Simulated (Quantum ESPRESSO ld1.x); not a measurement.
Question: Species: Li. Configuration: 2s1 3d2 (not the ground configuration). Calculated with ld1.x of Quantum ESPRESSO 7.5: Dirac Kohn-Sham, Wu-Cohen GGA, spin-unpolarised, spherical densities, point nucleus; open shells fill j = l - 1/2 first. Some entries of the table are withheld. Estimate them.

| orbital | occ. | eigenvalue (eV) | <1/r> (bohr^-1) |
|---|---|---|---|
| 2s1/2 | 1 | -15.1835 | 0.7128 |
| 3d3/2 | 2 | -1.1059 | (1) |
| 3d5/2 | 0 | -1.1058 | (2) |

Answer: 
(1) 3d3/2 <1/r> (bohr^-1): 0.2112
(2) 3d5/2 <1/r> (bohr^-1): 0.2112
